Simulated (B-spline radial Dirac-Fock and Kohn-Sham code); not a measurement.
**Fe¹⁷⁺: scattering cross sections and density moments**

System: the Fe¹⁷⁺ ion, configuration [He] 2s2 2p5.

These are calculated numbers from a B-spline atomic structure program; the model is relativistic Hartree-Fock (Dirac-Fock) wave functions, averaged over the configuration.

| Quantity | Value |
| --- | --- |
| Sum of ⟨r⟩ | 1.762 bohr |
| Sum of ⟨r²⟩ | 0.4763 bohr² |
| Sum of ⟨1/r⟩ | 91.753 per bohr |
| Langevin diamagnetic susceptibility | -0.377 × 10⁻⁶ cm³/mol |
| Lamb shielding (α²/3)Σ⟨1/r⟩ | 1629 ppm |

Coherent scattering is the Thomson cross section weighted by f₀², without anomalous dispersion; incoherent scattering is Klein-Nishina weighted by S. The Lamb formula is the non-relativistic shielding expression. Electron correlation is left out. A dash stands where the photon energy is too low for the impulse approximation behind that column.

| hν (keV) | coherent (b) | incoherent (b) | incoherent per electron (b) |
| --- | --- | --- | --- |
| 1 | 53.75 | – | – |
| 5 | 50.64 | – | – |
| 8.0478 | 46.12 | 0.5130 | 0.0570 |
| 10 | 42.67 | 0.7447 | 0.0827 |
| 17.4793 | 29.32 | 1.688 | 0.188 |
| 20 | 25.57 | 1.972 | 0.219 |
| 50 | 7.329 | 3.513 | 0.390 |
| 200 | 0.6796 | 3.460 | 0.384 |

Incoherent scattering overtakes coherent scattering between 50 and 200 keV.
